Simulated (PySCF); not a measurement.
CH₂NO, SMILES N=C=[OH+], charge +1. Coordinates come from a PBE-D3(BJ)/def2-TZVP optimisation. The isomer is the one that the SMILES or the coordinates give; other isomers of the formula were not compared.

All values below come from PySCF with PBE-D3(BJ)/def2-TZVP.

Harmonic wavenumbers (cm⁻¹): 229, 437, 517, 534, 1059, 1221, 2436, 3504, 3611. Rotational constants (GHz): 729.3, 9.937, 9.803; symmetry number 1.

Task: Work out the zero-point energy and the ideal-gas rigid-rotor harmonic-oscillator thermochemistry at 298.15 K and 1 atm.

Result: ZPE = ½ Σ hcν = ½ × 13547 cm⁻¹ = 81.03 kJ/mol. H − E(el) = 94.22 kJ/mol. Entropy in J/(mol K): translation 155.95, rotation 79.72, vibration 16.87, total 252.54. G − E(el) = 18.93 kJ/mol. Cp = 58.72 J/(mol K).
